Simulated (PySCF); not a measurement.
Gas-phase reaction: 3 ZnF2 + 2 N + 3 Cl2 = 3 ZnCl2 + 2 NF3, at 1200 K and a standard pressure of 1 bar. Level: PBE0/def2-TZVP.

Energies from PySCF, thermal terms from the rigid-rotor harmonic-oscillator model, ideal gas at 1 bar. Open shells (unrestricted): N (multiplicity 4); the rest are closed-shell singlets. Zn: all electrons, no relativistic terms. The harmonic model lacks anharmonicity and excited electronic states, which grow with temperature; levels with a mode under 35 cm⁻¹ are left out. Soft modes under 120 cm⁻¹ make the harmonic entropy rough for ZnCl2.

```
species       E (Ha)  H(1200 K) − E (kJ/mol)  S°(1200 K) (J/mol/K)
-------  -----------  ----------------------  --------------------
ZnF2     -1978.78874                    76.0                 334.0
N          -54.54382                    24.9                 182.2
Cl2       -920.08940                    45.3                 272.8
ZnCl2    -2699.38484                    75.3                 360.9
NF3       -353.90541                   104.5                 355.3
```
E: electronic energy; H − E holds the zero-point and thermal terms. 1 Ha = 2625.5 kJ/mol.

### Question
Work out ΔH°, ΔS°, ΔG° and log10 K from these numbers.

### Answer
1. ΔE = 3×(-2699.38484) + 2×(-353.90541) − 3×(-1978.78874) − 2×(-54.54382) − 3×(-920.08940) = -0.24328 Ha = -638.7 kJ.
2. Δ(H − E) = 3×(75.3) + 2×(104.5) − 3×(76.0) − 2×(24.9) − 3×(45.3) = 21.2 kJ, so ΔH° = -617.5 kJ.
3. ΔS° = 3×(360.9) + 2×(355.3) − 3×(334.0) − 2×(182.2) − 3×(272.8) = -391.5 J/K; the number of gas molecules changes by -3.
4. ΔG° = ΔH° − TΔS° = -617.5 − 1200×(-391.5)/1000 = -147.7 kJ.
5. log10 K = −ΔG°/(RT ln 10) = 6.43, with RT ln 10 = 22.97 kJ/mol; at standard pressures the products are favoured.
6. A shift of 10 kJ in ΔE would move log10 K by 0.44 here.
For scale, ΔH°(298 K) is -616 kJ at this level, -590 kJ at ωB97M-V/def2-TZVP†, and runs from -909 to -18 kJ over the 19 levels computed († marks an energy on the PBE0/def2-TZVP geometry).
